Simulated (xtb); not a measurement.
xtb input (GFN1-xTB):

```bash
xtb mol.xyz --gfn 1 --opt tight --chrg 0 --uhf 0
```
mol.xyz:
```
9

F      1.80738307    -0.92284836     0.00893852
C      0.68308442    -0.24341590     0.00400164
C      0.43429226     1.04615514     0.17198054
O     -0.93576998     1.25605864    -0.01992981
C     -1.49023792    -0.04888099     0.06603119
O     -0.43723869    -0.96832040    -0.27238507
H      1.06941773     1.89147937     0.35120076
H     -1.80823690    -0.25338904     1.09809593
H     -2.30639176    -0.15751031    -0.64330463
```

Output:

```
           -------------------------------------------------
          |                Calculation Setup                |
           -------------------------------------------------

           -------------------------------------------------
          |                 G F N 1 - x T B                 |
           -------------------------------------------------

        Reference                      10.1021/acs.jctc.7b00118
      * Hamiltonian:
        H0-scaling (s, p, d)           1.850000    2.250000    2.000000
        zeta-weighting                 0.000000
      * Dispersion:
        s8                             2.400000
        a1                             0.630000
        a2                             5.000000
        s9                             0.000000
      * Repulsion:
        kExp                           1.500000
        rExp                           1.000000
      * Coulomb:
        alpha                          2.000000
        third order                    atomic
        anisotropic                    false
      * Halogen bond correction:
        rad-scale                      1.300000
        damping                        0.440000

          ...................................................
          :                      SETUP                      :
          :.................................................:
          :  # basis functions                  30          :
          :  # atomic orbitals                  30          :
          :  # shells                           18          :
          :  # electrons                        34          :
          :  # halogen bonds                     0          :
          :  max. iterations                   250          :
          :  Hamiltonian                  GFN1-xTB          :
          :  restarted?                      false          :
          :  GBSA solvation                  false          :
          :  PC potential                    false          :
          :  electronic temp.          300.0000000     K    :
          :  accuracy                    1.0000000          :
          :  -> integral cutoff          0.2500000E+02      :
          :  -> integral neglect         0.1000000E-07      :
          :  -> SCF convergence          0.1000000E-05 Eh   :
          :  -> wf. convergence          0.2000000E-04 e    :
          :  Broyden damping             0.4000000          :
          :  net charge                          0          :
          :  unpaired electrons                  0          :
          ...................................................

 iter      E             dE          RMSdq      gap      omega  full diag
   1    -22.5085086 -0.225085E+02  0.831E+00    5.36       0.0  T
   2    -22.6032033 -0.946947E-01  0.484E+00    4.75       1.0  T
   3    -22.5956459  0.755741E-02  0.228E+00    4.91       1.0  T
   4    -22.6090036 -0.133578E-01  0.465E-01    4.71       1.0  T
   5    -22.6109923 -0.198872E-02  0.440E-02    4.76       1.0  T
   6    -22.6110045 -0.121278E-04  0.451E-03    4.75       7.4  T
   7    -22.6110047 -0.212891E-06  0.871E-04    4.76      38.3  T
[...]
         1        2.0000           -0.8905687             -24.2336
       ...           ...                  ...                  ...
         5        2.0000           -0.6991016             -19.0235
         6        2.0000           -0.6963707             -18.9492
         7        2.0000           -0.6539088             -17.7938
         8        2.0000           -0.6401530             -17.4195
         9        2.0000           -0.6009424             -16.3525
        10        2.0000           -0.5985727             -16.2880
        11        2.0000           -0.5976264             -16.2622
        12        2.0000           -0.5657482             -15.3948
        13        2.0000           -0.5644661             -15.3599
        14        2.0000           -0.5633059             -15.3283
        15        2.0000           -0.5355539             -14.5732
        16        2.0000           -0.5159122             -14.0387
        17        2.0000           -0.4044190             -11.0048 (HOMO)
        18                         -0.2307132              -6.2780 (LUMO)
        19                         -0.1436486              -3.9089
        20                         -0.1179732              -3.2102
        21                         -0.0982276              -2.6729
        22                         -0.0383902              -1.0447
        23                          0.0314809               0.8566
        24                          0.0739226               2.0115
        25                          0.1139309               3.1002
        26                          0.2117404               5.7618
        27                          0.2331581               6.3446
        28                          0.2992180               8.1421
       ...                                ...                  ...
        30                          0.6561674              17.8552
      -------------------------------------------------------------
                  HL-Gap            0.1737058 Eh            4.7268 eV
             Fermi-level           -0.3175661 Eh           -8.6414 eV

  Mulliken/CM5 charges         n(s)   n(p)   n(d)
     1F    -0.22573 -0.24647   1.814  5.412  0.000
     2C     0.42282  0.46679   0.962  2.615  0.000
     3C     0.11563  0.09252   0.992  2.893  0.000
     4O    -0.43641 -0.51553   1.694  4.742  0.000
     5C     0.40158  0.35267   0.970  2.628  0.000
     6O    -0.42826 -0.50057   1.691  4.738  0.000
     7H     0.06380  0.12742   0.936  0.000  0.000
     8H     0.04327  0.11155   0.957  0.000  0.000
     9H     0.04330  0.11162   0.957  0.000  0.000

Wiberg/Mayer (AO) data.
largest (>0.10) Wiberg bond orders for each atom

 ---------------------------------------------------------------------------
     #   Z sym  total        # sym  WBO       # sym  WBO       # sym  WBO
 ---------------------------------------------------------------------------
     1   9 F    1.104 --     2 C    0.969
     2   6 C    3.805 --     3 C    1.748     6 O    0.993     1 F    0.969
     3   6 C    3.875 --     2 C    1.748     4 O    0.975     7 H    0.970
     4   8 O    2.083 --     3 C    0.975     5 C    0.941
     5   6 C    3.839 --     9 H    0.967     8 H    0.967     4 O    0.941
                             6 O    0.927
     6   8 O    2.110 --     2 C    0.993     5 C    0.927
     7   1 H    1.000 --     3 C    0.970
     8   1 H    1.019 --     5 C    0.967
     9   1 H    1.019 --     5 C    0.967
 ---------------------------------------------------------------------------

Topologies differ in total number of bonds
Writing topology from bond orders to xtbtopo.mol

 dipole moment from electron density (au)
     X       Y       Z
  -0.3079   0.3109   0.0462  total (Debye):    1.118

           -------------------------------------------------
          |                Geometry Summary                 |
           -------------------------------------------------

      molecular mass/u    :       90.0532429
   center of mass at/Å    :        0.0691099      -0.0318657       0.0448828
  moments of inertia/u·Å² :        0.5812116E+02   0.1454052E+03   0.2002327E+03
rotational constants/cm⁻¹ :        0.2900430E+00   0.1159356E+00   0.8419020E-01

 * 9 selected distances

     #   Z          #   Z                                           value/Å
     1   9 F        2   6 C                                       1.3117444
     2   6 C        3   6 C                                       1.3243782
     3   6 C        4   8 O                                       1.3911965
     4   8 O        5   6 C                                       1.4189857
     2   6 C        6   8 O                                       1.3691084
     5   6 C        6   8 O                                       1.4208742 (max)
     3   6 C        7   1 H                                       1.0730840 (min)
     5   6 C        8   1 H                                       1.1043643
     5   6 C        9   1 H                                       1.1041307

 * 4 distinct bonds (by element types)

   Z      Z             #   av. dist./Å        max./Å        min./Å
   1 H    6 C           3     1.0938597     1.1043643     1.0730840
   6 C    6 C           1     1.3243782     1.3243782     1.3243782
   6 C    8 O           4     1.4000412     1.4208742     1.3691084
   6 C    9 F           1     1.3117444     1.3117444     1.3117444
Note: The following floating-point exceptions are signalling: IEEE_DENORMAL
normal termination of xtb

optimized geometry written to: xtbopt.xyz

           -------------------------------------------------
          | TOTAL ENERGY              -22.471117762976 Eh   |
          | GRADIENT NORM               0.000275341266 Eh/α |
          | HOMO-LUMO GAP               4.726776077990 eV   |
           -------------------------------------------------

------------------------------------------------------------------------
------------------------------------------------------------------------
 total:
 SCF:
 ANC optimizer:
```
